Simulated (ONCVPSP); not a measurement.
# Varying the ONCV potential for Er (Z = 68)

Base potential:

ONCVPSP 4.0.1 input, shortened (lines: element, Z, core and valence counts, functional; n l f; lmax; l rc ep ncon nbas qcut; lloc lpopt rc5 dvloc0; l nproj debl; icmod fcfact rcfact), PBE, scalar-relativistic:

```
  Er 68.00    9    5        4      upf
    1    0    2.00
    2    0    2.00
    2    1    6.00
    3    0    2.00
    3    1    6.00
    3    2   10.00
    4    0    2.00
    4    1    6.00
    4    2   10.00
    4    3   11.50
    5    0    2.00
    5    1    6.00
    5    2    0.50
    6    0    2.00
    3
    0    2.45    0.00    4    7    4.10
    1    1.50    0.00    5    9    4.70
    2    3.70    0.00    5   10    4.40
    3    1.15    0.00    4    9   13.80
    3    5    1.15    0.00
    0    2    1.40
    1    3    0.90
    2    2    2.30
    3    0    2.30
    4    0.40    0.00
```

In the p channel the program set the typed energies aside and used -1.034, 0.250, 1.150 Ha.

All-electron outer shells of the reference configuration (PBE, scalar-relativistic, ld1.x):

| shell | level (eV) | outermost node (bohr) | outermost maximum (bohr) |
| --- | --- | --- | --- |
| 4d | -168.91 | 0.25 | 0.51 |
| 5s | -54.00 | 0.60 | 1.11 |
| 5p | -28.14 | 0.65 | 1.28 |
| 4f | -6.25 | – | 0.51 |
| 6s | -4.18 | 1.50 | 3.30 |
| 5d | -1.53 | 0.73 | 1.97 |

Cutoffs, loose and tight: the cutoffs (Ha) at which the residual kinetic energy of the hardest occupied pseudo-wave falls to 1 and 0.1 mHa per electron. They do not see the model core or the augmentation charge, which bear on the density cutoff. Test errors are all-electron minus pseudo excitation energies from the reference, over the configurations 4f12 5s2 5p6 5d0 6s2; 4f12 5s2 5p6 5d0 6s1; 4f12 5s2 5p6 5d0 6s0; 4f12 5s2 5p6 5d0 6s1.5. A dash means not determined; rows that change the core or the reference have their own tests.

A true bound ghost makes a file unfit for plane-wave use even where its test errors are small: the radial tests pick states by their node count and pass the ghost by.

```csv
change,outcome,"cutoff, loose","cutoff, tight",bound ghosts,GHOST(+) flags above zero,largest test error (meV)
base,"generated, projector energies reset by the program",96 Ha,120 Ha,"s, p","p, d",tests left out (the all-electron energies of this program are off by 10 to 40 meV for near-neutral 4f atoms)
p: rc 1.68,"generated, projector energies reset by the program",88 Ha,120 Ha,"s, p","p, d",tests left out (the all-electron energies of this program are off by 10 to 40 meV for near-neutral 4f atoms)
reference 4f12 5s2 5p6 5d0.5 6s1.5,"generated, projector energies reset by the program",95 Ha,243 Ha,"s, p","p, d",tests left out (the all-electron energies of this program are off by 10 to 40 meV for near-neutral 4f atoms)
d: qcut 6.3,"generated, projector energies reset by the program",96 Ha,120 Ha,"s, p","p, d",tests left out (the all-electron energies of this program are off by 10 to 40 meV for near-neutral 4f atoms)
"all radii but the core radius scaled by about 1.27 (s 3.12, p 1.92, d 4.72, f 1.46 bohr)","generated, projector energies reset by the program",72 Ha,79 Ha,s,p,tests left out (the all-electron energies of this program are off by 10 to 40 meV for near-neutral 4f atoms)
s: qcut 2.5,"generated, projector energies reset by the program",96 Ha,120 Ha,"s, p","p, d",tests left out (the all-electron energies of this program are off by 10 to 40 meV for near-neutral 4f atoms)
"d: ncon 3, nbas 8","generated, projector energies reset by the program",96 Ha,120 Ha,"s, p","p, d",tests left out (the all-electron energies of this program are off by 10 to 40 meV for near-neutral 4f atoms)
```

(1) What comes out with this change to the base: s: qcut 2.7; p: qcut 3.1; d: qcut 2.9; f: qcut 9.1?

## Answers

(1) outcome: generated, projector energies reset by the program; cutoff, loose: 305 Ha; cutoff, tight: 432 Ha; bound ghosts: s, p; GHOST(+) flags above zero: s, d; largest test error (meV): tests left out (the all-electron energies of this program are off by 10 to 40 meV for near-neutral 4f atoms).
